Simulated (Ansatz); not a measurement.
Isolated molecules relaxed with PBE0-D4/def2-TZVP in Ansatz; ΔE leaves out vibrations. CBS: MP2 limit from def2 TZ/QZ plus the TZ coupled-cluster correction, frozen cores. def2 core potentials past Kr. For Sn outer-core shells are correlated without core-valence functions, which leaves a few kJ/mol of doubt a bond. One conformer a species, not always the lowest.

Reaction (ligand exchange at the Si–C bond): `O=[C]([SiH3])[SnH3]` + `CBN[SiH3]` → `CBN([SiH3])[SiH3]` + `O=[CH][SnH3]`

| species | CCSD/CBS(def2) energy (Eh) |
| --- | --- |
| `O=[C]([SiH3])[SnH3]` | -619.83470 |
| `CBN[SiH3]` | -411.48249 |
| `CBN([SiH3])[SiH3]` | -701.77145 |
| `O=[CH][SnH3]` | -329.56600 |

(1) Work out ΔE.

Largest T1 diagnostic among the species: 0.016.

Results:

(1) ΔE = (-701.77145) + (-329.56600) − (-619.83470) − (-411.48249) = -0.02026 Eh = -53.2 kJ/mol. CCSD(T)/CBS gives -51.2 kJ/mol.

The D4 term adds −4.4 kJ/mol with B3LYP and −2.4 kJ/mol with PBE0; it sums over pairs of atoms, weighted by their polarisabilities, and B3LYP, whose exchange is more repulsive, gets the larger term. From PBE to PBE0 (25 % exact exchange), in def2-TZVPP and without D4, ΔE moves by −9.4 kJ/mol. In def2-TZVPP, CCSD(T) changes the Hartree–Fock value by +7.3 kJ/mol (the triples alone add +2.0 kJ/mol) and MP2 by +3.5 kJ/mol.

B3LYP here is the variant with VWN-RPA as its local correlation; programs differ in this.
